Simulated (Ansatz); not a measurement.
`C[Si](N)(N)F` + SiH₄ → `C[Si](N)(N)[SiH3]` + H–F  (formal exchange of groups at the Si–F bond)

Calculated with Ansatz (gas phase, PBE0-D4/def2-TZVP geometries, no zero-point term in ΔE). CBS: MP2 limit from def2 TZ/QZ plus the TZ coupled-cluster correction, frozen cores. This one scheme is used for every species. DFT in def2-TZVPP. Each species was taken in one conformer, which may not be the lowest.

| species | PBE0 energy (Eh) |
| --- | --- |
| `C[Si](N)(N)F` | -541.04651 |
| SiH₄ | -291.75661 |
| `C[Si](N)(N)[SiH3]` | -732.34507 |
| H–F | -100.39405 |

**Question.** Work out ΔE.

**Answer.** ΔE = (-732.34507) + (-100.39405) − (-541.04651) − (-291.75661) = 0.06400 Eh = +168.0 kJ/mol. CCSD(T)/CBS gives +176.2 kJ/mol.

Largest T1 diagnostic among the species: 0.011.

The D4 term adds −10.5 kJ/mol with B3LYP and −6.2 kJ/mol with PBE0; it sums over pairs of atoms, weighted by their polarisabilities, and B3LYP, whose exchange is more repulsive, gets the larger term. From PBE to PBE0 (25 % exact exchange), in def2-TZVPP and without D4, ΔE moves by +7.4 kJ/mol. In def2-TZVPP, CCSD(T) changes the Hartree–Fock value by −36.4 kJ/mol (the triples alone add −5.4 kJ/mol) and MP2 by −34.0 kJ/mol.

B3LYP here is the variant with VWN-RPA as its local correlation; programs differ in this.
